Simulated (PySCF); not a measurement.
Geometry:
```
atom   x (Å)   y (Å)   z (Å)
  C1   3.773  -1.259  -0.370
  C2   2.326  -1.175   0.089
  C3   1.664   0.156  -0.239
  C4   0.211   0.243   0.210
  C5  -0.450   1.581  -0.113
 Si6  -2.256   1.714   0.433
 Si7  -3.524  -0.032  -0.494
  H8   4.391  -0.485   0.112
  H9   3.855  -1.114  -1.459
 H10   4.219  -2.236  -0.131
 H11   1.742  -1.992  -0.371
 H12   2.271  -1.348   1.178
 H13   1.716   0.334  -1.329
 H14   2.238   0.978   0.225
 H15   0.156   0.052   1.297
 H16  -0.359  -0.578  -0.262
 H17  -0.414   1.772  -1.200
 H18   0.110   2.410   0.356
 H19  -2.835   3.024  -0.007
 H20  -2.359   1.645   1.927
 H21  -3.307  -0.088  -1.975
 H22  -3.116  -1.352   0.083
 H23  -4.986   0.159  -0.238
```

Geometry: PBE0-D3(BJ)/def2-SVP; GIAO absolute shieldings from PySCF 2.14, gas phase, non-relativistic, averaged over equivalent atoms.

At HF/pcSseg-1 (213 basis functions, 40 s wall time on 1 thread of an Arm Neoverse N1, shared host):
```tsv
atoms	σ (ppm)
C3	154.5
C4	164.3
C2	166.8
C1	174.5
C5	182.8
Si6	451.4
Si7	487.4
H19/H20	28.04
H21/H22/H23	28.36
H8/H9/H10	30.64
H11/H12	30.65
H13/H14	30.72
H15/H16	30.82
H17/H18	31.20
```

Question: Estimate the result of repeating the calculation with PBE0/pcSseg-1.

Answer: 
```
      atoms  σ at PBE0/pcSseg-1  change
         C3               143.8   -10.7
         C4               153.7   -10.6
         C2               157.5    -9.3
         C1               167.9    -6.6
         C5               173.3    -9.5
        Si6               419.0   -32.4
        Si7               461.0   -26.4
    H19/H20               27.31   -0.73
H21/H22/H23               27.77   -0.59
  H8/H9/H10               30.26   -0.38
    H11/H12               30.08   -0.57
    H13/H14               30.16   -0.56
    H15/H16               30.17   -0.65
    H17/H18               30.52   -0.68
```

The largest change is at Si6 (silicon bonded to C, Si, 2 H). Cost: 213 basis functions, 74 s wall time on 1 thread of an Arm Neoverse N1, shared host. The order of the carbon signals is the same at both levels.
